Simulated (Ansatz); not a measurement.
Ansatz (a first-principles code) input (RI-MP2/def2-TZVPP):
A basis named .json is the Basis Set Exchange file of that set.

Ansatz 0.2 input:
```yaml
crystal:
  periodic: [false, false, false]
  atoms:
    - {symbol: Ta, position_ang: [0.18862028, 0.07174816, 0.25799694]}
    - {symbol: O, position_ang: [1.41592384, -0.94958338, -0.49354971]}
    - {symbol: O, position_ang: [-0.61401488, -1.26828388, 1.07915799]}
    - {symbol: Cl, position_ang: [-1.18732659, 0.73560722, -1.38344959]}
basis:
  gaussian:
    orbitals: def2-TZVPP
    fitting: {mean_field: def2-universal-jkfit, correlation: def2-TZVPP-RIFIT.json}
total_charge: 1
magnetization: {spin_polarized: true, initial_magnetization: 1}
correlation: {method: mp2, electrons: outside_noble_gas}
```

End of the output:

```
integrals: 0.11 GiB planned
509 factors; integrals over basis functions are off by at most 1.4e0 eV
459 factors; integrals over basis functions are off by at most 5.0e0 eV
mean field: 0.46 GiB planned
mean field evaluation 1: about -18083.0793 eV, gradient 7.5e1 eV
mean field evaluation 2: about -17934.6056 eV, gradient 2.0e2 eV
mean field evaluation 4: about -18105.5248 eV, gradient 3.1e0 eV
mean field evaluation 8: about -18105.6372 eV, gradient 1.7e0 eV
mean field evaluation 16: about -18108.6310 eV, gradient 4.6e-2 eV
mean field evaluation 32: about -18108.3325 eV, gradient 2.1e0 eV
mean field evaluation 64: about -18100.8538 eV, gradient 4.1e0 eV
mean field -18108.63114075 eV, -665.4799199514 hartree, gradient 1.6e-6 eV, S^2 1.144488; 7 other end points of the search recorded, 0 dependent functions left out
11 core orbitals not correlated
reference -18108.63114075 eV, -665.4799199514 hartree; 12, 11 occupied and 137, 138 virtual orbitals, 459 factors
second order -20.56282495 eV of doubles, -0.00000000 eV of singles
Total energy: -18129.19396570 eV, -666.2355898305 hartree
```

The spin state was set by rule; other spins were not relaxed.

The determinant is spin-contaminated: <S^2> is 1.14 against 0.75 for a pure state.
